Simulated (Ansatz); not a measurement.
Mulliken charges of C₂H₄B₂O (`BC#CBO`) from r2SCAN/def2-TZVPP in Ansatz (PBE0-D4/def2-TZVP geometry).

```json
{"atom": "B1", "x (Å)": "1.290", "y (Å)": "-0.111", "z (Å)": "2.188", "charge (e)": "-0.015"}
{"atom": "C2", "x (Å)": "0.502", "y (Å)": "-0.020", "z (Å)": "0.927", "charge (e)": "-0.037"}
{"atom": "C3", "x (Å)": "-0.135", "y (Å)": "0.047", "z (Å)": "-0.114", "charge (e)": "-0.078"}
{"atom": "B4", "x (Å)": "-0.989", "y (Å)": "0.182", "z (Å)": "-1.359", "charge (e)": "0.165"}
{"atom": "O5", "x (Å)": "-0.583", "y (Å)": "-0.401", "z (Å)": "-2.508", "charge (e)": "-0.274"}
{"atom": "H6", "x (Å)": "1.092", "y (Å)": "-1.010", "z (Å)": "2.948", "charge (e)": "0.019"}
{"atom": "H7", "x (Å)": "2.115", "y (Å)": "0.716", "z (Å)": "2.433", "charge (e)": "0.019"}
{"atom": "H8", "x (Å)": "-2.011", "y (Å)": "0.807", "z (Å)": "-1.297", "charge (e)": "-0.022"}
{"atom": "H9", "x (Å)": "-1.193", "y (Å)": "-0.257", "z (Å)": "-3.235", "charge (e)": "0.221"}
```

Problem. By hand: the dipole of these point charges (1 e Å = 4.8032 D).

Solution. Σ q r = (-0.189, 0.059, -0.179) e Å, of length 0.267 e Å = 1.28 D.

Problem. How does the dipole of the full density compare? (Estimate.)

Solution. The calculation gave: (-0.259, 0.066, -0.294) e Å, 1.91 D; the point charges give 0.67 times that, at 6° from its direction.

Point charges leave out the atoms' own dipoles, such as those of lone pairs, and Mulliken's split depends on the basis, so the two needn't agree.
